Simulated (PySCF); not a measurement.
GaH3: BP86 against PBE0

Base calculation in PySCF with density fitting and no spin–orbit coupling, BP86/def2-TZVP (no relativity): singlet, D3h, Ga–H 1.575 Å (×3); wavenumbers 705, 738 (×2), 1910, 1924 (×2) cm⁻¹; gap between the highest occupied and lowest empty levels 4.75 eV, polar-tensor charge of Ga 0.91 e, atomisation energy (no zero-point energy) 829 kJ/mol.

Q: What changes on going to PBE0/def2-TZVP (no relativity)?

A: The point group stays the same. Changes: mean bond to Ga -0.007 Å, highest wavenumber +55 cm⁻¹, lowest wavenumber +19 cm⁻¹, gap between the highest occupied and lowest empty levels +2.02 eV, polar-tensor charge of Ga +0.05 e, atomisation energy (no zero-point energy) -28 kJ/mol. The new structure has Ga–H 1.568 Å (×3), with wavenumbers 724, 760 (×2), 1977, 1979 (×2) cm⁻¹.

Only the bonding shown was studied: isomers, or loss of a ligand pair, can lie lower.
